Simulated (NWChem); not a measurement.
Two isomers of C4H4F2, each optimised at PBE0/def2-SVP with NWChem. Flexible species stand in one conformer each, which need not be the lowest. 

A: C(CC#C)(F)F
B: FC1C[C@H](F)C=1

Which is lower in energy, by how much, and how do their other properties compare?

B is lower by 8.7 kcal/mol in electronic energy; with zero-point energies, B − A = -7.7 kcal/mol.
|  | A | B |
|---|---|---|
| highest occupied level (eV) | -8.06 | -7.62 |
| orbital gap (eV) | 8.95 | 7.88 |
| dipole (D) | 1.66 | 1.25 |
| highest harmonic frequency (cm⁻¹) | 3490 | 3275 |
| zero-point energy (kcal/mol) | 44.4 | 45.4 |
